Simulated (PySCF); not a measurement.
## Structure elucidation problem

Molecular formula: C8H10F2. Simulated spectra:

1H NMR (600 MHz, computed): δ 6.48 (m, 1H), 6.28 (m, 1H), 5.05 (m, 1H), 2.82 (m, 1H), 2.63 (m, 1H), 2.30 (m, 1H), 1.86 (m, 1H), 1.41 (m, 1H), 1.20 (m, 1H), 0.81 (m, 1H).

13C{1H} NMR (computed): δ 148.9 (CH), 142.5 (CH), 124.1 (CH), 52.8 (CH2), 46.0 (CH), 46.0 (CH), 45.1 (CH), 29.3 (CH2).

PySCF 2.14.0 with density-fitted response routines calculation with GIAO PBE0/pcSseg-1 shieldings and geometry: PBE0-D3(BJ)/def2-SVP; relativity neglected, single conformer, in vacuum.

Chemical shifts δ = σref − σ; 1H (σref 31.27) and 13C (σref 184.41) against TMS, all at this level.

Deduce the structure.

Results:


- The formula gives 3 degrees of unsaturation (2 rings in the answer).
- 8 carbon signals for 8 carbons: no two carbons are equivalent.
- Carbon types of the structure: 6 × CH, 2 × CH2, which accounts for all hydrogens.
- δC 148.9, 142.5: alkene CH; as expected for a trigonal carbon in a double bond.
- δC 124.1: sp3 CH bonded to 2 F; 2 electronegative neighbours deshield it.
- δC 52.8, 29.3: sp3 CH2 in a ring; saturated and bonded to C and H only.
- δC 46.0: sp3 CH in a ring; saturated and bonded to C and H only.
- δH 6.48, 6.28: hydrogen on an alkene CH; olefinic region.
- δH 5.05: hydrogen on an sp3 CH bonded to 2 F; its carbon carries F, an electronegative neighbour.
- δH 2.82, 2.63: hydrogen on an allylic sp3 CH; allylic position.

Structure: `InChI=1S/C8H10F2/c9-8(10)7-4-5-1-2-6(7)3-5/h1-2,5-8H,3-4H2/t5-,6+,7-/m1/s1`.

The data come from this structure; uniqueness wasn't tested.

Splittings by 19F in the carbon and heteronuclear signals aren't shown, as no couplings were computed. Shifts are as computed. Against solution values, carbons near 30 ppm lie about +2 ppm off and those near 130 ppm about +5 ppm. Of 1211 compounds with measured shifts, 218 miss one by over three times the rms of a fit or turn the order of signals round; such compounds aren't used in these exercises. No couplings were computed; multiplicities are counted from neighbouring protons, with m where these are inequivalent, close in shift, in a saturated or five-membered ring or joined by F or P, and br s for small geminal =CH2 splittings.
